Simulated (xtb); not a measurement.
CH₄ClFSi, SMILES FC[SiH2]Cl. All values are semi-empirical tight-binding results from xtb (GFN2-xTB unless named), good for trends rather than for accurate numbers. Coordinates come from a GFN2-xTB optimisation. The values are those of a single conformer.

Optimised geometry:

Bonds (Å): F1–C2 1.381, C2–Si3 1.922, C2–H5 1.094, C2–H6 1.093, Si3–Cl4 2.003, Si3–H7 1.457, Si3–H8 1.461. Angles (°): F1–C2–Si3 110.3, F1–C2–H5 106.3, F1–C2–H6 106.2, Si3–C2–H5 113.1, Si3–C2–H6 112.3, H5–C2–H6 108.3, C2–Si3–Cl4 109.2, C2–Si3–H7 108.2, C2–Si3–H8 106.8, Cl4–Si3–H7 110.0, Cl4–Si3–H8 109.9, H7–Si3–H8 112.7.

```json
{
 "orbital_gap": "5.69 eV",
 "dipole_moment": "2.64 D",
 "zero_point_energy": "29.2 kcal/mol",
 "G − E(el) at 298.15 K (modified RRHO)": "10.3 kcal/mol",
 "static polarisability (D4 model)": "57.4 bohr³",
 "solvation energy, GFN2-xTB/ALPB(water)": "-2.2 kcal/mol",
 "solvation energy, GFN2-xTB/ALPB(ether)": "-3.6 kcal/mol"
}
```

### Question
Give the atomic charges and the Wiberg bond orders between heavy atoms. (Estimate from the structure and the level; the computed values follow.)

### Answer
charges (e) F1 -0.27, C2 0.00, Si3 0.49, Cl4 -0.19, H5 0.04, H6 0.04, H7 -0.04, H8 -0.06. Bond orders F1–C2 0.95, C2–Si3 0.85, Si3–Cl4 1.18.
